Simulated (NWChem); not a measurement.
System: BBrF2; SMILES FB(F)Br

Here is an NWChem input.

```
start job
memory heap 200 mb stack 900 mb global 1100 mb
geometry units angstroms noautosym nocenter noautoz
  B      0.000000     0.000000     0.925916
  F      0.000000    -1.128909     1.589788
  F      0.000000     1.128909     1.589788
  Br     0.000000     0.000000    -0.975608
end
basis spherical
  * library def2-svp
end
dft
  xc pbe0
  iterations 150
end
property
  efieldgrad
end
task dft property
```

Excerpt of the output:

```
             Northwest Computational Chemistry Package (NWChem) 7.3.0
             --------------------------------------------------------

                             Geometry "geometry" -> ""
                             -------------------------

 Output coordinates in angstroms (scale by  1.889725989 to convert to a.u.)

  No.       Tag          Charge          X              Y              Z
 ---- ---------------- ---------- -------------- -------------- --------------
    1 B                    5.0000     0.00000000     0.00000000     0.92591600
    2 F                    9.0000     0.00000000    -1.12890900     1.58978800
    3 F                    9.0000     0.00000000     1.12890900     1.58978800
    4 Br                  35.0000     0.00000000     0.00000000    -0.97560800

 Effective nuclear repulsion energy (a.u.)     222.9968986355

                              NWChem Property Module
                              ----------------------

  itol2e modified to match energy
  convergence criterion.

                                 NWChem DFT Module
                                 -----------------

 Summary of "ao basis" -> "ao basis" (spherical)
 ------------------------------------------------------------------------------
       Tag                 Description            Shells   Functions and Types
 ---------------- ------------------------------  ------  ---------------------
 B                          def2-svp                 6       14   3s2p1d
 F                          def2-svp                 6       14   3s2p1d
 Br                         def2-svp                12       32   5s4p3d

  itol2e modified to match energy
  convergence criterion.

            General Information
            -------------------
          SCF calculation type: DFT
          Wavefunction type:  closed shell.
          No. of atoms     :     4
          No. of electrons :    58
           Alpha electrons :    29
            Beta electrons :    29
          Charge           :     0
          Spin multiplicity:     1
          Use of symmetry is: off; symmetry adaption is: off
          Maximum number of iterations: 150
          AO basis - number of functions:    74
                     number of shells:    30
          Convergence on energy requested:  1.00D-07
          Convergence on density requested:  1.00D-05
          Convergence on gradient requested:  5.00D-04

              XC Information
              --------------
                         PBE0 Method XC Functional
                     Hartree-Fock (Exact) Exchange  0.250
          PerdewBurkeErnzerhof Exchange Functional  0.750
            Perdew 1991 LDA Correlation Functional  1.000 local
           PerdewBurkeErnz. Correlation Functional  1.000 non-local

             Grid Information
             ----------------
          Grid used for XC integration:  fine
          Radial quadrature: Mura-Knowles
          Angular quadrature: Lebedev.
          Tag              B.-S. Rad. Rad. Pts. Rad. Cut. Ang. Pts.
          ---              ---------- --------- --------- ---------
          B                   0.85       70           8.0       590
          F                   0.50       70           8.0       590
          Br                  1.15      140           8.0       974
          Grid pruning is: on
          Number of quadrature shells:   350
          Spatial weights used:  Erf1

      Superposition of Atomic Density Guess
      -------------------------------------

 Sum of atomic energies:       -2795.17482592

      Non-variational initial energy
      ------------------------------

 Total energy =   -2796.131356
 1-e energy   =   -4336.489577
 2-e energy   =    1317.361323
 HOMO         =      -0.404079
 LUMO         =       0.094173

   convergence    iter        energy       DeltaE   RMS-Dens  Diis-err
 ---------------- ----- ----------------- --------- --------- ---------
 d= 0,ls=0.0,diis     1  -2797.7478240573 -3.02D+03  1.67D-02  8.22D-01
 d= 0,ls=0.0,diis     2  -2797.7196032797  2.82D-02  8.53D-03  1.36D+00
 d= 0,ls=0.0,diis     3  -2797.8425954729 -1.23D-01  9.55D-04  1.19D-02
 d= 0,ls=0.0,diis     4  -2797.8433477940 -7.52D-04  4.46D-04  1.70D-03
 d= 0,ls=0.0,diis     5  -2797.8434928134 -1.45D-04  1.53D-04  1.56D-04
  Resetting Diis
 d= 0,ls=0.0,diis     6  -2797.8435167331 -2.39D-05  1.08D-05  2.05D-06
 d= 0,ls=0.0,diis     7  -2797.8435168340 -1.01D-07  3.63D-06  8.19D-08
 d= 0,ls=0.0,diis     8  -2797.8435168359 -1.94D-09  1.72D-06  5.75D-08

         Total DFT energy =    -2797.843516835930
      One electron energy =    -4337.485574618733
           Coulomb energy =     1432.527066512618
    Exchange-Corr. energy =     -115.881907365305
 Nuclear repulsion energy =      222.996898635490

 Numeric. integr. density =       58.000000193346

                       DFT Final Molecular Orbital Analysis
                       ------------------------------------

 Vector   27  Occ=2.000000D+00  E=-4.162505D-01
              MO Center= -3.1D-10, -7.2D-09, -1.0D-01, r^2= 2.8D+00
   Bfn.  Coefficient  Atom+Function         Bfn.  Coefficient  Atom+Function
  ----- ------------  ---------------      ----- ------------  ---------------
    56      0.414291  4 Br pz                59      0.396695  4 Br pz
    20     -0.276545  2 F  pz                34     -0.276545  3 F  pz
    53     -0.276756  4 Br pz                 6      0.251891  1 B  pz
    23      0.174273  2 F  pz                37      0.174273  3 F  pz
    46     -0.152782  4 Br s                  2      0.149135  1 B  s

 Vector   28  Occ=2.000000D+00  E=-3.411972D-01
              MO Center= -4.9D-10, -5.2D-10, -7.9D-01, r^2= 1.7D+00
   Bfn.  Coefficient  Atom+Function         Bfn.  Coefficient  Atom+Function
  ----- ------------  ---------------      ----- ------------  ---------------
    57      0.575146  4 Br px                54      0.521810  4 Br px
    51     -0.345196  4 Br px                48      0.112128  4 Br px
    18      0.100571  2 F  px                32      0.100571  3 F  px
     4     -0.098766  1 B  px                21     -0.075517  2 F  px
    35     -0.075517  3 F  px                 7      0.035883  1 B  px

 Vector   29  Occ=2.000000D+00  E=-3.288085D-01
              MO Center=  1.8D-10,  5.7D-10, -8.5D-01, r^2= 1.7D+00
   Bfn.  Coefficient  Atom+Function         Bfn.  Coefficient  Atom+Function
  ----- ------------  ---------------      ----- ------------  ---------------
    58      0.583534  4 Br py                55      0.538861  4 Br py
    52     -0.354063  4 Br py                49      0.114941  4 Br py
    20      0.106081  2 F  pz                34     -0.106081  3 F  pz
    23     -0.074350  2 F  pz                37      0.074350  3 F  pz
     8      0.035774  1 B  py                11     -0.031373  1 B  d -1

 Vector   30  Occ=0.000000D+00  E=-7.888526D-03
              MO Center=  1.0D-09, -1.9D-10,  7.3D-01, r^2= 2.3D+00
   Bfn.  Coefficient  Atom+Function         Bfn.  Coefficient  Atom+Function
  ----- ------------  ---------------      ----- ------------  ---------------
     4      0.659029  1 B  px                 7     -0.533096  1 B  px
    57      0.307792  4 Br px                18     -0.248363  2 F  px
    32     -0.248363  3 F  px                21      0.237310  2 F  px
    35      0.237310  3 F  px                54      0.179565  4 Br px
    73      0.121030  4 Br d  1              51     -0.115939  4 Br px

 Vector   31  Occ=0.000000D+00  E= 5.036592D-02
              MO Center= -8.6D-10,  7.6D-10,  4.0D-01, r^2= 3.7D+00
   Bfn.  Coefficient  Atom+Function         Bfn.  Coefficient  Atom+Function
  ----- ------------  ---------------      ----- ------------  ---------------
     3      1.492976  1 B  s                 59     -0.734115  4 Br pz
    47     -0.492700  4 Br s                 46     -0.383396  4 Br s
    17     -0.366567  2 F  s                 31     -0.366567  3 F  s
     2      0.280820  1 B  s                  6      0.237075  1 B  pz
    56     -0.233347  4 Br pz                45      0.222115  4 Br s

 Vector   32  Occ=0.000000D+00  E= 1.366213D-01
              MO Center= -7.8D-10,  4.9D-09,  3.3D-01, r^2= 3.5D+00
   Bfn.  Coefficient  Atom+Function         Bfn.  Coefficient  Atom+Function
  ----- ------------  ---------------      ----- ------------  ---------------
     3      1.308010  1 B  s                  2     -1.039551  1 B  s
     6     -0.588075  1 B  pz                59      0.320713  4 Br pz
    17     -0.272477  2 F  s                 31     -0.272477  3 F  s
    72     -0.269149  4 Br d  0               1     -0.155600  1 B  s
    56      0.133227  4 Br pz                62      0.099731  4 Br d  0

     Multipole analysis of the density
     ---------------------------------

     L   x y z        total         alpha         beta         nuclear
     -   - - -        -----         -----         ----         -------
     0   0 0 0     -0.000000    -29.000000    -29.000000     58.000000

     1   1 0 0      0.000000      0.000000      0.000000      0.000000
     1   0 1 0     -0.000000     -0.000000     -0.000000      0.000000
     1   0 0 1     -0.080082      0.810823      0.810823     -1.701728

     2   2 0 0    -23.481091    -11.740546    -11.740546      0.000000
     2   1 1 0      0.000000      0.000000      0.000000      0.000000
     2   1 0 1      0.000000      0.000000      0.000000      0.000000
     2   0 2 0    -26.028087    -53.973865    -53.973865     81.919642
     2   0 1 1     -0.000000     -0.000000     -0.000000      0.000000
     2   0 0 2    -24.898719   -160.815747   -160.815747    296.732775

          -----------------------
          Electric field gradient
          -----------------------

 1 a.u. = 0.324123 10**(16) esu/cm**3  ( or statvolts/cm**2 ) = 0.97174 10**(22) v/m**2

 ------------------------------------------------------------
   Atom      X         Y         Z
 ------------------------------------------------------------
    1 B    0.00000   0.00000   1.74973
 ------------------------------------------------------------

 Electric field gradient in molecular frame (a.u.)
         XX             YY             ZZ             XY             XZ             YZ
 ------------------------------------------------------------------------------------------
       -0.256357       0.127046       0.129311      -0.000000       0.000000      -0.000000

 Principal components (a.u.) and orientation
 of principal axis w.r.t. absolute frame                      Asymmetry parameter eta
 --------------------------------------------------------------------------------------
       -0.256357       0.129311       0.127046                       0.008836

        1.000000       0.000000      -0.000000
        0.000000      -0.000000       1.000000
       -0.000000       1.000000       0.000000

 ------------------------------------------------------------
   Atom      X         Y         Z
 ------------------------------------------------------------
    2 F    0.00000  -2.13333   3.00426
 ------------------------------------------------------------

 Electric field gradient in molecular frame (a.u.)
         XX             YY             ZZ             XY             XZ             YZ
 ------------------------------------------------------------------------------------------
        0.192048      -0.623085       0.431037      -0.000000       0.000000       1.079492

 Principal components (a.u.) and orientation
 of principal axis w.r.t. absolute frame                      Asymmetry parameter eta
 --------------------------------------------------------------------------------------
       -1.297313       1.105265       0.192048                       0.703930

        0.000000      -0.000000       1.000000
        0.848159       0.529742      -0.000000
       -0.529742       0.848159       0.000000

 ------------------------------------------------------------
   Atom      X         Y         Z
 ------------------------------------------------------------
    3 F    0.00000   2.13333   3.00426
 ------------------------------------------------------------

 Electric field gradient in molecular frame (a.u.)
         XX             YY             ZZ             XY             XZ             YZ
 ------------------------------------------------------------------------------------------
        0.192048      -0.623085       0.431037       0.000000       0.000000      -1.079492

 Principal components (a.u.) and orientation
 of principal axis w.r.t. absolute frame                      Asymmetry parameter eta
 --------------------------------------------------------------------------------------
       -1.297313       1.105265       0.192048                       0.703930

       -0.000000       0.000000       1.000000
        0.848159      -0.529742       0.000000
        0.529742       0.848159      -0.000000

 ------------------------------------------------------------
   Atom      X         Y         Z
 ------------------------------------------------------------
    4 Br   0.00000   0.00000  -1.84363
 ------------------------------------------------------------

 Electric field gradient in molecular frame (a.u.)
         XX             YY             ZZ             XY             XZ             YZ
 ------------------------------------------------------------------------------------------
        1.467070       3.193305      -4.660375       0.000000       0.000000      -0.000000

 Principal components (a.u.) and orientation
 of principal axis w.r.t. absolute frame                      Asymmetry parameter eta
 --------------------------------------------------------------------------------------
       -4.660375       3.193305       1.467070                       0.370407

       -0.000000       0.000000       1.000000
        0.000000       1.000000      -0.000000
        1.000000      -0.000000       0.000000
```

Level: PBE0/def2-SVP. Geometry: optimised at PBE0/def2-SVP. NWChem prints the field gradient with the sign opposite to the second derivative of the potential.
